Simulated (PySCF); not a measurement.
# CBr⁻ at B2PLYP

Computed with B2PLYP; C def2-TZVPPD, Br def2-TZVPPD; no relativity (PySCF 2.14).

```
state                                                                                                              : ³Σ⁻ (triplet), unpaired electrons π ↑↑
bond length                                                                                                        : 2.063 Å
harmonic wavenumber                                                                                                : 407 cm⁻¹
force constant                                                                                                     : 1.01 mdyn/Å
rotational constant Be                                                                                             : 0.3803 cm⁻¹
anharmonicity ωexe                                                                                                 : 3.51 cm⁻¹
vibration–rotation constant αe                                                                                     : 0.00498 cm⁻¹
well depth De to C + Br⁻                                                                                           : 1.51 eV
dissociation energy D0                                                                                             : 1.49 eV
bond order (Mayer)                                                                                                 : 0.82
dipole moment (positive dipole points towards Br; it is taken about the centre of mass and depends on that origin) : 4.07 D
```

Correlated steps freeze 10 core orbitals. Spin–orbit coupling is left out. For an ion De counts to the pair picked by the measured ionisation energies or electron affinities, which need not be the lowest pair at this level. B2PLYP dipoles, levels and charges come from its SCF part alone. The state is the lowest determinant that a PBE0 search found; another state may lie lower at other levels.
